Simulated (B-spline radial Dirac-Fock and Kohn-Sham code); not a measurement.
**Radiative decay of the 3p3/2 hole in Se⁴⁺**

System: Se⁴⁺, configuration 1s2 2s2 2p6 3s2 3p6 3d10 4s2.

The computed values come from a radial atomic solver: independent-particle rates on relativistic LDA orbitals of the hole state (multipoles up to L = 3, Coulomb Auger matrix elements, transition energies from Dirac-Fock).

```tsv
line	multipole	energy (eV)	width (meV)	share (%)
M3-M4	E1	109.5	0.0199	8.21
M3-M5	E1	110.4	0.184	76.1
M3-N1	E1	161.4	0.0381	15.7
```

The listed lines hold 100.0 % of the radiative rate. The radiative width is 0.000242 eV in the length form and 0.000197 eV in the velocity form; the two differ because the transition energies are not eigenvalue differences of the potential that gave the orbitals.
